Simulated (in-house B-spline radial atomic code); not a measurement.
Settings and results of a run for W⁺ (an excited or competing configuration). Computed with a radial B-spline atomic code at the basis-set limit: Dirac-Hartree-Fock, average of configuration, Fermi nucleus of rms radius 5.3658 fm.

Command:
```bash
python run_scf.py task.json out
```
Settings (nuclear radius in fm, mass in u):
```
Z                74
configuration    [Xe] 4f14 5d4 6f1
hamiltonian      dirac
method           hf
spin_polarised   False
nucleus          fermi
rms_radius       5.3658
atomic_mass      183.95093
speed_of_light   137.035999084
```

Output (hartree, bohr):
```
 radial grid: 90 intervals, B-splines of order 8, outer radius 102 bohr

 iter        energy (Eh)    residual
    1      -16154.386855    6.31e-01
    2      -16154.972698    1.47e-01
    3      -16155.433470    2.70e-02
    4      -16155.442993    4.46e-03
    5      -16155.443682    2.56e-03
    6      -16155.443740    1.86e-03
    7      -16155.443814    1.55e-04
    8      -16155.443815    4.54e-05
    9      -16155.443815    3.06e-06
   10      -16155.443815    3.65e-07

 total energy                    -16155.44381
 kinetic                           18188.5357
 electron-nucleus                 -40319.5309
 electron-electron                  5975.5513

 first-order corrections (not in the total)
   Gaunt                            19.2292
   retardation                      -2.0365
   frequency dependence             -0.3336
   self-energy                      14.0048
   Uehling                          -2.6284
   Wichmann-Kroll                    0.1044
   recoil                            0.0297

 orbital      occ     eigenvalue          <r>       <r^2>       <1/r>     <1/r^2>       r_max    small
 1s1/2      2.000     -2571.7791    0.0183458 0.000463003     87.0374     18193.7     0.01146  7.79e-02
 2s1/2      2.000      -449.3060     0.076897  0.00705505     21.1964     2476.19     0.06582  1.77e-02
 2p1/2      2.000      -428.7314     0.063732  0.00505488     21.1177     779.006     0.04903  1.77e-02
 2p3/2      4.000      -378.9172    0.0716479  0.00625074     17.7598     430.729     0.05583  1.60e-02
 3s1/2      2.000      -106.1330     0.200101    0.045929      7.7947     557.333      0.1852  5.84e-03
 3p1/2      2.000       -97.0096     0.190421   0.0422739     7.69562     178.265      0.1737  5.76e-03
 3p3/2      4.000       -86.0709     0.204976   0.0487837     6.83242     100.262      0.1875  5.28e-03
 3d3/2      4.000       -70.9195     0.179742   0.0379616     6.70639     56.3456      0.1472  5.14e-03
 3d5/2      6.000       -68.5646     0.184233    0.039753     6.50222      52.235       0.151  5.00e-03
 4s1/2      2.000       -23.4881     0.449792    0.228436     3.24965     135.875      0.4212  1.89e-03
 4p1/2      2.000       -19.6659     0.455649    0.236343     3.13691     42.6607      0.4217  1.80e-03
 4p3/2      4.000       -17.1044      0.48702    0.269792     2.85234     24.3201      0.4501  1.63e-03
 4d3/2      4.000       -10.8182     0.505165    0.295824     2.63168     12.5798      0.4479  1.43e-03
 4d5/2      6.000       -10.3375     0.516385    0.308921     2.56014     11.6306      0.4573  1.38e-03
 5s1/2      2.000        -3.9533      1.08532     1.32355     1.23157     22.9544      0.9735  3.97e-04
 5p1/2      2.000        -2.7219      1.18986     1.60292     1.11173     6.48927       1.043  3.32e-04
 5p3/2      4.000        -2.3419      1.28605     1.87257     1.01254     3.67316       1.123  2.86e-04
 4f5/2      6.000        -2.3954     0.593706    0.437782     2.11339     5.67123      0.4289  9.89e-04
 4f7/2      8.000        -2.3063     0.602719    0.451725     2.08303     5.50606      0.4341  9.67e-04
 5d3/2      1.600        -0.8437      1.83272     3.93405    0.704399     1.13759       1.449  1.42e-04
 5d5/2      2.400        -0.8170      1.88766     4.17004    0.681374     1.03488       1.494  1.33e-04
 6f5/2      0.429        -0.0809       15.453     271.968   0.0829093   0.0105922       16.15  2.38e-06
 6f7/2      0.571        -0.0809      15.4416     271.603   0.0830178   0.0106625       16.14  2.39e-06
```

Cost of the run: 3.7 s on 1 thread of Intel(R) Xeon(R) Platinum 8375C CPU @ 2.90GHz (shared host).

For the Dirac Hamiltonian the kinetic term is c α·p + (β - 1)c².
